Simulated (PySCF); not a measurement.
**Worked example: dipole moment from atomic charges**

GaClBr2, SMILES [Cl][Ga]([Br])[Br]. Atoms are numbered in the order given.

```xyz
4

Ga     0.0000     0.0000     0.3546
Cl     0.0000     0.0000     2.4813
Br     0.0000     1.9669    -0.7596
Br     0.0000    -1.9669    -0.7596
```
Charge 0, spin multiplicity 1.

Coordinates come from a PBE0-D3(BJ)/def2-SVP optimisation. The structure was generated by enumeration; whether it is a known compound was not checked.

Charges (e) from B3LYP/def2-TZVP (PySCF):

```tsv
atom	IAO	ESP fit
Ga1	0.657	0.453
Cl2	-0.271	-0.175
Br3	-0.193	-0.139
Br4	-0.193	-0.139
```

The dipole moment of the full density is 0.34 D.

### Question
What dipole moment does each set of point charges give, and which comes closer to that of the density?

### Answer

μ = Σ q r, and 1 e Å = 4.8032 D.
IAO: Σ q r = (0.000, 0.000, -0.146) e Å, |μ| = 0.70 D.
ESP fit: Σ q r = (0.000, 0.000, -0.062) e Å, |μ| = 0.30 D.
ESP fit comes closer in size. Point charges leave out the atoms' own dipoles (lone pairs, polarised bonds); fits to the potential absorb them, partitions of the density don't.
